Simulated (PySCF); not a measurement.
A structure optimised at PBE-D3(BJ)/def2-SVP, used in a PySCF frequency run:

```
Sn
O 1 1.9989
H 2 0.9771 1 110.09
O 1 2.0055 2 109.40 3 50.92
H 4 0.9781 1 108.07 2 -109.67
C 1 2.1411 2 107.45 3 174.92
H 6 1.1050 1 108.33 2 125.19
H 6 1.1053 7 110.71 1 118.40
H 6 1.1054 7 110.55 8 123.18
Cl 1 2.3844 2 108.99 3 -61.95
```

Problem. Write its SMILES and formula.

Solution. [CH3][Sn]([OH])([OH])[Cl], CH₅ClO₂Sn

Problem. What are its rotational constants (standard atomic weights)?

Solution. 2.6121, 1.6632, 1.6125 GHz
